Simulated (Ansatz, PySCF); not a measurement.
Members of the series Al-XY, Y = methyl; each row names its spin state. All species are isolated molecules in the gas phase. One relaxed conformer stands for each flexible species; it need not be the lowest. Strings in code marks are SMILES.

Quantity: adiabatic spin-state energy, in kJ/mol. Levels without diffuse functions put anions too high.

Level 1: CAM-B3LYP/aug-cc-pVTZ // PBE0-D3(BJ)/def2-TZVPD (Ansatz, an electronic-structure program)
Level 2: HSE06/aug-cc-pVTZ // PBE0-D3(BJ)/def2-TZVPD (Ansatz)
Level 3: PBE-D3(BJ)/def2-TZVPD // PBE0-D3(BJ)/def2-TZVPD (PySCF)
Level 4: B3LYP/LANL2DZ // PBE0-D3(BJ)/def2-TZVPD (PySCF)

```json
[
 {"species": "`[CH3][Al-][OH]`: multiplicity 3 minus multiplicity 1", "level 2": "97.5", "level 3": "125.4", "level 4": "132.0"},
 {"species": "`[CH3][Al-][C]#N`: multiplicity 3 minus multiplicity 1", "level 2": "73.8", "level 3": "80.9", "level 4": "82.5"},
 {"species": "`[CH3][Al-][SiH3]`: multiplicity 3 minus multiplicity 1", "level 2": "50.9", "level 3": "61.2", "level 4": "67.1"},
 {"species": "`[CH3][Al-][CH3]`: multiplicity 3 minus multiplicity 1", "level 2": "65.3", "level 3": "89.1", "level 4": "78.4"},
 {"species": "`[CH3][Al-][CH]=O`: multiplicity 3 minus multiplicity 1", "level 2": "37.77", "level 3": "36.04", "level 4": "33.89"}
]
```

What does level 1 give for each?


- `[CH3][Al-][OH]`: multiplicity 3 minus multiplicity 1: 119.9
- `[CH3][Al-][C]#N`: multiplicity 3 minus multiplicity 1: 96.0
- `[CH3][Al-][SiH3]`: multiplicity 3 minus multiplicity 1: 70.3
- `[CH3][Al-][CH3]`: multiplicity 3 minus multiplicity 1: 85.8
- `[CH3][Al-][CH]=O`: multiplicity 3 minus multiplicity 1: 57.9
